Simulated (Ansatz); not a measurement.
Two structures of BH₃BrClO₂, closed shell, reached by relaxing down either side of one saddle point (PBE0-D4/def2-TZVP). Energies are electronic, without zero-point energy. Computed with Ansatz 0.2.0 (basis: def2-TZVPP and def2-QZVPP); correlated methods freeze the cores. Filled d shells of the heavier atoms are correlated. The def2 sets are not built for correlating such inner shells, so the correlated values are less sure here. Extrapolation: Hartree–Fock as exp(−7.88 √X), correlation as X^−2.97. First:

B1  (-0.731, 0.364, 0.410)
Br2  (0.530, 1.528, -0.560)
O3  (-1.786, -0.162, -0.231)
O4  (-0.538, 0.106, 1.713)
H5  (1.859, -0.600, -1.092)
Cl6  (2.263, -1.820, -1.167)
H7  (-1.841, 0.067, -1.161)
H8  (0.244, 0.516, 2.088)
(Å)

Second:

```
8
angstrom
B -0.7957 -0.4606 0.1737
Br 2.5694 1.8913 0.0362
O -1.9363 -1.1606 0.3334
O -0.4311 0.4324 1.1043
H 2.1078 0.9199 -0.9035
Cl 0.2096 -0.7504 -1.2963
H -2.1164 -1.7748 -0.3806
H 0.3930 0.9026 0.9329
```

Task: Which bonds change from the first to the second?

Result: BH₂BrO₂ ([OH][B]([OH])[Br]) + HCl → BH₂ClO₂ ([OH][B]([OH])[Cl]) + HBr; bonds formed: B1–Cl6, Br2–H5; bonds broken: B1–Br2, H5–Cl6.

Task: Give the saddle point's structure and its height above each. (To be estimated.)

Result: By the calculation: 29.99 kcal/mol above the first and 33.22 kcal/mol above the second (CCSD(T) at an estimated basis limit (MP2 extrapolated from triple and quadruple zeta, plus CCSD(T) − MP2 in triple zeta)).
B1  (-0.411, -0.069, 0.272)
Br2  (0.785, 1.694, -0.738)
O3  (-1.576, -0.258, -0.366)
O4  (-0.320, 0.020, 1.607)
H5  (1.379, 0.086, -0.890)
Cl6  (1.108, -1.359, -0.515)
H7  (-1.525, -0.289, -1.322)
H8  (0.560, 0.175, 1.953)
(Å)

T1 diagnostic: at most 0.011.

Labels in which every atom is bracketed show which atoms are joined, not bond orders.

For scale, one of the runs: CCSD(T)/def2-TZVPP, 225 basis functions, launched by `ansatz run in.yaml --threads 8 --pin off --events-out ev --progress --plain --max-ram 19148MiB`. Hardware: 8 CPU threads of an Arm Neoverse V2, shared host. Wall time 85 s; peak host memory 4 GiB.
